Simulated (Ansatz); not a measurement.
Isolated molecules relaxed with PBE0-D4/def2-TZVP in Ansatz; ΔE leaves out vibrations. CBS: MP2 limit from def2 TZ/QZ plus the TZ coupled-cluster correction, frozen cores. Functionals use def2-TZVPP. One conformer a species, not always the lowest.

`CC[SiH](Cl)Cl` + `BN[SiH2][SiH3]` → `BN(C)[SiH2][SiH3]` + `C[SiH](Cl)Cl`  (substitution at a C–C bond)

```
             level  ΔE (kJ/mol)
            PBE-D4         17.4
            revPBE         23.1
            r2SCAN         19.2
RPA@PBE/def2-TZVPP         17.4
    MP2/def2-TZVPP         19.1
CCSD(T)/def2-TZVPP         18.3
SCS-MP2/def2-QZVPP         20.0
    CCSD/CBS(def2)         20.9
```

Task: What does CCSD(T)/CBS give? (Estimate.)

Result: The calculation gave: +19.2 kJ/mol. The listed levels differ from it by -1.8, 3.9, 0.0, -1.8, -0.1, -0.9, 0.8, 1.7 kJ/mol.

Largest T1 diagnostic among the species: 0.013.

Leaving LDA and LC-ωPBE aside and taking each functional with its dispersion term where it has one, the values, not all of them listed here, spread over 4.5 kJ/mol, from revPBE-D4 to B2PLYP. LDA lies −7.4 kJ/mol from PBE without D4. In def2-TZVPP, CCSD(T) changes the Hartree–Fock value by −8.0 kJ/mol (the triples alone add −1.7 kJ/mol) and MP2 by −7.2 kJ/mol.
